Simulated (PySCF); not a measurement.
Two species compared at the same levels of theory.

First species: C₂H₈OSi₂.
SMILES with atom numbers: `[CH2:1]1[CH2:2][SiH2:3][O:4][SiH2:5]1` (hydrogens: H6, H7 on C1; H8, H9 on C2; H10, H11 on Si3; H12, H13 on Si5)

Second species: C4H12OSSi.
Geometry (GFN2-xTB, Å), atoms numbered from 1 in this order:
```
atom  x, y, z in Å
C1     3.8362   -0.1878   -1.0759
S2     2.7285    0.2819    0.2865
Si3    0.8892   -0.1852   -0.6707
O4    -0.1814    0.1650    0.4665
C5    -1.5846    0.1186    0.3992
C6    -2.1054   -0.3566    1.7504
C7    -2.1164    1.5012    0.0407
H8     3.7197   -1.2444   -1.2931
H9     4.8495    0.0135   -0.7459
H10    3.6073    0.4043   -1.9556
H11    0.8669   -1.5998   -1.0478
H12    0.7616    0.6229   -1.8859
H13   -1.8798   -0.5966   -0.3811
H14   -1.7054   -1.3416    1.9759
H15   -1.7842    0.3325    2.5270
H16   -3.1904   -0.4069    1.7395
H17   -1.7879    2.2203    0.7865
H18   -1.7312    1.8066   -0.9289
H19   -3.2021    1.4918    0.0053
```

Levels: B3LYP/def2-SVPD for dipole moment, HOMO energy, LUMO energy, HOMO–LUMO gap, static isotropic polarisability and electronic spatial extent ⟨r²⟩ about the centre of nuclear charge; TDDFT B3LYP/def2-SVPD for lowest singlet excitation; TDA B3LYP/def2-SVPD for lowest triplet excitation (Tamm–Dancoff); GFN2-xTB for rotational constant A and rotational constant C. Geometries: GFN2-xTB. All species are isolated and taken at one optimised geometry, non-relativistic unless stated. Electronic properties by PySCF.

Dipoles, sizes and rotational constants follow the conformer. The torsions of the flexible species, by atom-mapped SMILES:
- `[CH3:1][S:2][SiH2:3][O:4][CH:5]([CH3:6])[CH3:7]`: C1–S2–Si3–O4 179°, S2–Si3–O4–C5 177°, Si3–O4–C5–C6 144°

```
                                                         property    column X   column Y
                                                    dipole moment      2.00 D     1.71 D
                                                      HOMO energy    -6.44 eV   -7.94 eV
                                                      LUMO energy    -0.31 eV   -0.04 eV
                                                    HOMO–LUMO gap     6.13 eV    7.90 eV
                                        lowest singlet excitation     5.05 eV    6.84 eV
                         lowest triplet excitation (Tamm–Dancoff)     4.82 eV    6.61 eV
                                  static isotropic polarisability    101.4 au    73.9 au
electronic spatial extent ⟨r²⟩ about the centre of nuclear charge  1722 bohr²  644 bohr²
                                            rotational constant A   4.654 GHz  4.827 GHz
                                            rotational constant C   0.707 GHz  2.085 GHz
```

Question: Which column belongs to which species?

Answer: Column X is the second species and column Y the first. The first has 13 atoms and 56 electrons, the second 19 and 74.

Question: How does each property change from the first species to the second?

Answer: dipole moment +0.29 D; HOMO energy +1.50 eV; LUMO energy -0.27 eV; HOMO–LUMO gap -1.77 eV; lowest singlet excitation -1.79 eV; lowest triplet excitation (Tamm–Dancoff) -1.79 eV; static isotropic polarisability +27.5 au; electronic spatial extent ⟨r²⟩ about the centre of nuclear charge +1078 bohr²; rotational constant A -0.173 GHz; rotational constant C -1.378 GHz.

On the first: The polarisability is 10.95 Å³ as a volume (1 au = 0.148185 Å³), or 1.32 au for each of the 56 electrons. The 8 singlets span 6.84 to 7.77 eV, and their oscillator strengths add up to 0.11.

On the second: S1 lies 1.08 eV below the HOMO–LUMO gap; its leading configuration is HOMO→LUMO, weight 0.97. The principal polarisabilities are 88.4, 92.8 and 122.9 au; their mean is the isotropic value.
